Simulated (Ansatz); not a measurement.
C₂H₈BGeIn. Total charge 0; spin multiplicity 1. In takes the def2 core potential. The bonds changed during the relaxation, so this is another structure than the one it started from.

Cartesian coordinates in Å:
```
B 1.5438 -0.9205 0.3635
Ge -0.2795 -0.6633 0.9753
In 1.4941 1.5261 0.4860
C -1.7769 -0.2574 -0.1830
C -1.7894 -0.6132 -1.4648
H 2.3996 -1.1263 1.1781
H 1.7672 -1.0421 -0.8078
H -0.6756 -0.3882 2.4396
H 3.0298 1.9069 -0.2022
H 0.5125 2.8508 1.0151
H -2.6358 0.2627 0.2337
H -2.6318 -0.3909 -2.1140
H -0.9581 -1.1448 -1.9197
```

(1) List the harmonic frequencies (cm⁻¹, unscaled) at PBE0-D4/def2-TZVP in Ansatz. (Best estimate.)

(2) Is this a minimum?

(3) Give the ideal-gas thermochemistry at 298.15 K and 1 bar (rigid rotor, harmonic oscillator; point group C1, symmetry number 1).

(4) Rotational constants (cm⁻¹)?

Answers

(1) The calculation gave: 44, 69, 99, 129, 145, 257, 289, 322, 396, 483, 503, 562, 605, 612, 662, 675, 753, 795, 1001, 1016, 1040, 1105, 1282, 1431, 1657, 1782, 1798, 2130, 2552, 2645, 3131, 3162, 3216.

(2) Yes, all 33 modes are real.

(3) Zero-point energy 217.4 kJ/mol; H(298) − E = 245.3 kJ/mol; entropy 417.6 J/(mol·K), of which translation 176.7, rotation 123.1, vibration 117.8; G(298) − E = 120.8 kJ/mol. Modes under 100 cm⁻¹ are hindered rotations or soft bends, so the harmonic entropy is rough.

(4) 0.1029, 0.02908, 0.02593.
